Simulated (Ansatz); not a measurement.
C₄H₁₂S₄Zr, SMILES `C[S][Zr]([S]C)([S]C)[S]C`, relaxed with RKS PBE0-D4/def2-TZVP in Ansatz 0.2.0 from a PBE-D4/def2-SVP geometry. The force threshold is 0.005 eV/Å; the program also tests the step.

Total charge 0; spin multiplicity 1. Zr: def2 effective core potential.

Start:

```xyz
21

C    -1.559    1.956   -0.368
S     0.111    1.481   -0.981
Zr    0.353   -0.922   -0.644
S    -0.647   -1.207    1.563
C     0.369   -0.081    2.613
S    -0.971   -2.324   -2.120
C    -2.465   -1.278   -2.386
S     2.758   -1.238   -0.795
C     3.472   -0.116    0.482
H    -1.536    3.035   -0.125
H    -2.319    1.788   -1.155
H    -1.826    1.375    0.537
H    -0.276    0.290    3.432
H     0.746    0.788    2.036
H     1.219   -0.636    3.053
H    -3.344   -1.949   -2.429
H    -2.622   -0.554   -1.561
H    -2.370   -0.730   -3.342
H     2.997    0.884    0.443
H     3.359   -0.552    1.492
H     4.550   -0.010    0.257
```

(1) By how much does the energy fall, and how many steps does the optimiser take? (An estimate is asked.)

(2) Which bonds change most? (Estimate.)

(3) Give the relaxed structure. (An estimate is asked.)

Answers

(1) Computed: 10.15 kJ/mol, in 24 steps, 4 of them rejected.

(2) Ansatz gave: S4–C5 from 1.845 to 1.822 Å; S8–C9 from 1.844 to 1.822 Å; S6–C7 from 1.843 to 1.822 Å; C1–S2 from 1.842 to 1.822 Å.

(3) The calculation gave: 
```xyz
21

C    -1.550    1.947   -0.484
S     0.161    1.618   -1.017
Zr    0.480   -0.777   -0.765
S    -0.419   -1.213    1.449
C     0.296    0.060    2.538
S    -0.848   -2.162   -2.226
C    -2.432   -1.261   -2.190
S     2.859   -1.092   -1.015
C     3.433   -0.335    0.540
H    -1.593    2.978   -0.136
H    -2.233    1.832   -1.326
H    -1.848    1.283    0.328
H    -0.385    0.194    3.378
H     0.412    1.011    2.017
H     1.261   -0.272    2.920
H    -3.232   -2.000   -2.182
H    -2.533   -0.642   -1.297
H    -2.518   -0.638   -3.078
H     2.684    0.325    0.981
H     3.690   -1.118    1.252
H     4.316    0.261    0.314
```
